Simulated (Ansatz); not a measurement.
Relaxation of C3H7FSSi (13 atoms, charge 0, multiplicity 1), to a largest force component of 0.015 eV/Å in at most 40 steps.

The calculation used Ansatz 0.2.0, RKS PBE0-D4/6-31G.

```xyz
13
Properties=species:S:1:pos:R:3:forces:R:3
C -0.148 -1.697 -0.413 -2.70 2.06 -0.44
C 0.689 -0.468 -0.240 -0.01 -1.34 0.83
F 1.924 -0.622 -0.824 1.83 -0.41 -1.00
C 0.767 0.254 1.067 -4.42 -1.26 0.92
Si -0.016 1.216 -0.399 0.77 2.27 0.35
S -2.090 1.478 0.023 -1.50 0.14 0.26
H 0.344 -2.548 -0.064 0.95 -1.56 0.69
H -0.382 -1.783 -1.494 -0.02 -0.28 0.55
H -1.139 -1.561 0.164 1.42 -0.34 -0.94
H 1.634 0.635 1.461 2.31 0.63 0.76
H -0.039 -0.030 1.848 1.62 0.17 -1.19
H 0.793 2.484 -0.406 -0.10 -0.20 -0.59
H -2.314 2.607 -0.708 -0.14 0.12 -0.21
```

Task: Where does it end, and by what steps?

Result: The forces met the threshold. The force dipped under the threshold on the way, but the program's further checks kept it going. Limits of this set-up: no polarisation functions. After 14 steps the energy has fallen by 0.936 eV; H13 moved furthest, 0.86 Å.

| step | energy less start (eV) | largest force component (eV/Å) | accepted |
| --- | --- | --- | --- |
| 0 | 0.0000 | 4.425 | yes |
| 1 | -0.7060 | 1.500 | yes |
| 2 | -0.8481 | 0.623 | yes |
| 3 | -0.8822 | 0.389 | yes |
| 4 | -0.9039 | 0.286 | yes |
| 5 | -0.8741 | 0.616 | no |
| 6 | -0.9262 | 0.099 | yes |
| 7 | -0.9317 | 0.054 | yes |
| 8 | -0.9312 | 0.197 | no |
| 9 | -0.9346 | 0.066 | yes |
| 10 | -0.9358 | 0.059 | yes |
| 11 | -0.9340 | 0.194 | no |
| 12 | -0.9361 | 0.012 | yes |
| 13 | -0.9361 | 0.018 | yes |
| 14 | -0.9362 | 0.007 | yes |

```xyz
13
Properties=species:S:1:pos:R:3
C -0.242 -1.563 -0.460
C 0.645 -0.382 -0.217
F 1.904 -0.540 -0.872
C 0.792 0.197 1.186
Si 0.051 1.436 -0.057
S -2.114 1.826 0.204
H 0.193 -2.464 -0.010
H -0.367 -1.733 -1.533
H -1.229 -1.395 -0.020
H 1.813 0.388 1.508
H 0.164 -0.236 1.961
H 0.890 2.564 -0.553
H -2.481 1.868 -1.122
```

Whether the end is a true minimum wasn't checked by a vibrational analysis.

Run time: 3.2 min on 1 thread of Intel(R) Xeon(R) Processor @ 2.50GHz (Skylake/Cascade Lake), on a shared host, peak memory 0.23 GiB.
